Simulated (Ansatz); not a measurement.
`C[S][Ti]([F])([F])[F]` → `[CH2]` (triplet) + `[F][Ti]([F])([F])[SH]` at 600 K and 1 bar (formal loss of a carbene).

Computed with Ansatz on PBE0-D4/def2-TZVP structures; ΔE is electronic, products minus reactants. CBS: MP2 limit from def2 TZ/QZ plus the TZ coupled-cluster correction, frozen cores. This one scheme is used for every species. Triplets are unrestricted, without spin–orbit coupling. For Ti outer-core shells are correlated without core-valence functions, which leaves a few kJ/mol of doubt a bond. Scalar relativity is left out up to krypton. One conformer a species, not always the lowest.

```csv
species,CCSD(T)/CBS energy (Eh),H − E (kJ/mol),S (J/(mol·K))
`C[S][Ti]([F])([F])[F]`,-1586.17720,188.6,499.3
`[CH2]` (triplet),-39.09499,66.5,220.8
`[F][Ti]([F])([F])[SH]`,-1546.91893,96.7,434.6
```

H − E and S are ideal-gas, rigid-rotor, harmonic terms from PBE0-D4/def2-TZVP, for one conformer and one mirror image of each species, with the whole ground term of open shells counted as degenerate. 1 Eh = 2625.50 kJ/mol, R = 8.31446 J/(mol·K).

Problem. By hand: ΔE, ΔH, ΔS and ΔG.

Solution. ΔE = (-39.09499) + (-1546.91893) − (-1586.17720) = 0.16328 Eh = 428.7 kJ/mol. Δ(H − E) = 66.5 + 96.7 − 188.6 = -25.4, so ΔH = 403.3 kJ/mol. ΔS = 220.8 + 434.6 − 499.3 = 156.1 J/(mol·K). ΔG = 403.3 − 600 × (156.1)/1000 = 309.6 kJ/mol.

Problem. By hand: the equilibrium constant, and the temperature at which ΔG would vanish if ΔH and ΔS stayed fixed.

Solution. log₁₀ K = −ΔG/(RT ln 10) = -27.0. ΔG = 0 at ΔH/ΔS = 2584 K, far beyond where these terms or the molecules hold.

The number of gas molecules changes by +1, which sets the sign of ΔS. A doubt of 5 kJ/mol in ΔE shifts log₁₀ K by 0.4 here. Other conformers and mirror images would add mixing entropy, several J/(mol·K) or more a flexible species. Modes under 60 cm⁻¹, often nearly free rotors, make the harmonic entropy too high. A triplet takes part, so the spin changes. These are equilibria of isolated gas molecules and say nothing of rates. Largest T1 diagnostic: 0.025 (customary marks: 0.02 for closed shells, 0.045 for open ones).
